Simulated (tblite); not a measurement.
C₅H₁₃BGeO.
Z-matrix (Å and degrees, GFN2-xTB geometry), rows numbered from 1:
```
Ge
O   1  1.7362
C   2  1.4267  1  128.58
B   3  1.5825  2  112.06  1   175.72
C   4  1.5724  3  116.99  2  -161.65
C   5  1.5350  4  114.09  3    32.92
C   6  1.5259  5  111.62  4   -45.65
C   7  1.5245  6  111.14  5    61.47
H   1  1.5081  2  111.45  3    53.68
H   1  1.4873  2  100.36  3   173.02
H   1  1.5061  2  112.06  3   -68.43
H   3  1.1071  2  107.86  1   -69.50
H   4  1.1681  3  120.33  2    22.06
H   5  1.0964  4  106.34  3   -86.22
H   5  1.0917  4  113.09  3   158.54
H   6  1.0924  5  108.94  4    74.64
H   6  1.0927  5  110.13  4  -167.64
H   7  1.0930  6  109.55  5   -59.68
H   7  1.0926  6  109.54  5  -177.73
H   8  1.0930  3  108.31  2    54.72
H   8  1.0973  3  108.97  2   -62.19
```

Computed with GFN2-xTB (tblite): harmonic, unscaled wavenumbers at the GFN2-xTB geometry, gas phase. Errors from tens to a few hundred cm⁻¹ against measured bands are possible. Modes of hydrogen on boron and germanium can be 10 to 20 % off. One conformer, not necessarily the lowest.

Harmonic wavenumbers (cm⁻¹): 39.1, 82.7, 116.2, 140.7, 168.9, 240.3, 302.3, 338.7, 384.5, 419.5, 484.9, 563.7, 580.4, 616.6, 667.4, 735.1, 761.3, 806.6, 827.2, 839.4, 853.1, 886.5, 916.9, 933.1, 991.5, 1016.7, 1049.3, 1058.9, 1111.2, 1131.2, 1142.6, 1184.7, 1214.5, 1234.4, 1264.5, 1274.1, 1303.3, 1328.0, 1344.0, 1355.4, 1462.3, 1483.5, 1487.7, 1502.6, 1901.2, 1956.6, 2097.2, 2668.0, 2763.0, 2899.3, 2923.6, 2957.7, 2960.6, 2968.3, 2978.1, 2979.7, 2986.9.

A = 3888, B = 595.4, C = 534.9 MHz; mass 174.027 u (most abundant isotopes); point group C1, symmetry number 1.

Task: What is the zero-point energy?

Result: ½Σν̃ = 36343 cm⁻¹ = 103.91 kcal/mol.

Task: What is S at 273.15 K and 1 bar for an ideal gas of classical rigid rotors and harmonic oscillators?

Result: Translation 40.96, rotation 29.68, vibration 26.12: S = 96.8 cal/(mol K).

Task: And Cp and H(273.15 K) − H(0)?

Result: Cp = 37.20 cal/(mol K), of which vibrations give 29.25 (their classical limit is 57 R = 113.3); H(273.15 K) − H(0) = 6.00 kcal/mol without the zero-point energy, 3.83 from vibrations.

Task: Which modes carry the vibrational entropy at 273.15 K?

Result: 39.1 cm⁻¹: 5.13; 82.7 cm⁻¹: 3.65; 116.2 cm⁻¹: 2.99; 140.7 cm⁻¹: 2.63; 168.9 cm⁻¹: 2.28; 240.3 cm⁻¹: 1.65 cal/(mol K); the other 51 give 7.79 together.

Task: How do the functions run with temperature in this model?

Result: 
```tsv
T (K)	S (cal/(mol K))	Cp (cal/(mol K))	H − H(0) (kcal/mol)	G − H(0) (kcal/mol)	ln q(vib)
150	79.2	23.1	2.31	-9.57	2.95
250	93.6	34.4	5.17	-18.22	5.49
298.15	100.2	40.3	6.97	-22.89	6.73
400	113.7	52.2	11.69	-33.78	9.43
600	138.6	70.6	24.09	-59.05	14.83
900	170.8	87.9	48.10	-105.60	22.73
```

q(vib) and H(0) count from the zero-point level.

Task: What must be added to the electronic energy to get the Gibbs energy at 273.15 K and 1 bar?

Result: ZPE + [H(273.15 K) − H(0)] − T·S = 103.91 + 6.00 − 26.43 = 83.48 kcal/mol.

Task: Blend soft modes into free rotors: weight 1/[1 + (100 cm⁻¹/ν̃)⁴] for the oscillator and the rest for a rotor with moment μB/(μ + B), μ = h/(8π²ν), B = 10⁻⁴⁴ kg m². What vibrational entropy results?

Result: 24.10 cal/(mol K) in place of 26.12, which changes −T·S at 273.15 K by +0.55 kcal/mol.

Hindered rotation and anharmonicity are outside this model. Other conformers, if any are populated, would add a mixing term that is left out. The structure is chiral; the term R ln 2 for an equal mix with its mirror image is left out.
